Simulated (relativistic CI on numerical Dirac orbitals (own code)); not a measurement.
Method of calculation: Dirac-Coulomb-Breit CI, separate exchange-only KLI orbitals for each configuration, model QED, unscaled Slater integrals (own radial code, finite nucleus).

Configurations in the expansion (outside the closed core [Ne]): 3s²3p⁶3d⁸, 3s²3p⁵3d⁹, 3s²3p⁴3d¹⁰, 3s3p⁶3d⁹, 3p⁶3d¹⁰, 3s3p⁵3d¹⁰, 3s²3p⁶3d⁷4s, 3s²3p⁶3d⁷4p, 3s²3p⁴3d⁹4s, 3s²3p⁶3d⁷4d, 3s²3p⁴3d⁹4p, 3s²3p⁵3d⁸4s, 3s²3p⁶3d⁷4f, 3s²3p⁴3d⁹4d, 3s3p⁵3d⁹4s, 3s²3p⁵3d⁸4p, 3s3p⁵3d⁹4p, 3s²3p⁶3d⁶4s², 3s²3p⁵3d⁸4d, 3s3p⁵3d⁹4d, 3s3p⁶3d⁸4s, 3p⁶3d⁹4s, 3s²3p⁶3d⁶4s4p, 3s²3p⁵3d⁸4f, 3s²3p⁶3d⁷5s, 3p⁶3d⁹4p, 3s3p⁶3d⁸4p, 3s²3p⁶3d⁶4p², 3s²3p⁶3d⁶4s4d, 3s²3p⁶3d⁷5p, 3s²3p⁵3d⁷4s², 3s²3p⁶3d⁷5d, 3p⁶3d⁹4d, 3s²3p⁶3d⁶4p4d, 3s3p⁶3d⁸4d, 3s²3p⁶3d⁷5f. Levels of other configurations are missing.

At this charge energies of transitions that change n are usually good to better than 1 %, and those within a shell (Δn = 0) to a few per cent.

Outline of the computed level scheme of W XLIX. Lowest level of each configuration: 3s²3p⁶3d⁸ ³F4 at 0.00 eV; 3s²3p⁵3d⁹ ³F°4 at 428.42 eV; 3s²3p⁴3d¹⁰ ³P2 at 886.33 eV; 3s3p⁶3d⁹ ³D3 at 988.37 eV; 3s3p⁵3d¹⁰ ³P°2 at 1419.76 eV; 3s²3p⁶3d⁷4s ⁵F5 at 1659.50 eV.

Some strong electric-dipole decays among the lowest 45 levels: 3s²3p⁴3d¹⁰ ¹D2 → 3s²3p⁵3d⁹ ³F°3 (4.9e+12 s⁻¹); 3s²3p⁵3d⁹ ¹F°3 → 3s²3p⁶3d⁸ ¹G4 (4.6e+12 s⁻¹); 3s3p⁶3d⁹ ³D3 → 3s²3p⁵3d⁹ ³F°4 (2.9e+12 s⁻¹); 3s3p⁶3d⁹ ¹D2 → 3s²3p⁵3d⁹ ³F°3 (2.3e+12 s⁻¹); 3s3p⁵3d¹⁰ ³P°2 → 3s²3p⁴3d¹⁰ ³P2 (2.2e+12 s⁻¹); 3s²3p⁵3d⁹ ³P°2 → 3s²3p⁶3d⁸ ³P2 (2.1e+12 s⁻¹); 3s²3p⁴3d¹⁰ ¹D2 → 3s²3p⁵3d⁹ ¹F°3 (2.1e+12 s⁻¹); 3s²3p⁵3d⁹ ³D°3 → 3s²3p⁶3d⁸ ³F4 (2.0e+12 s⁻¹).

LS names give the leading component of a level, which can be under half, so a name can repeat, a term be missing and a line seem to break the LS rules.
